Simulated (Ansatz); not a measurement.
`OCO[SiH2]S` + `NCSCO` → `OCS[SiH2]S` + `NCOCO`  (formal exchange of groups at the Si–O bond)

Computed with Ansatz on PBE0-D4/def2-TZVP structures; ΔE is electronic, products minus reactants. CCSD(T)/CBS is the MP2 limit (def2-TZVPP, def2-QZVPP) plus CCSD(T) − MP2 in def2-TZVPP, frozen cores. DFT in def2-TZVPP. One conformer a species, not always the lowest.

Problem. Is it downhill or uphill in electronic energy at CCSD(T)/CBS, and by how much? (Estimate.)

Solution. Computed: Uphill: ΔE = +69.1 kJ/mol.

Problem. What do these levels give: PBE0-D4, ωB97M-V, HF/def2-TZVPP, MP2/def2-TZVPP, MP2/CBS(def2), CCSD/CBS(def2)? (An estimate is asked.)

Solution. Ansatz gave: PBE0-D4 57.8, ωB97M-V 67.7, HF/def2-TZVPP 77.3, MP2/def2-TZVPP 71.9, MP2/CBS(def2) 72.7, CCSD/CBS(def2) 71.3 kJ/mol.

Largest T1 diagnostic among the species: 0.012.

In def2-TZVPP, CCSD(T) changes the Hartree–Fock value by −9.1 kJ/mol (the triples alone add −2.2 kJ/mol) and MP2 by −5.4 kJ/mol.
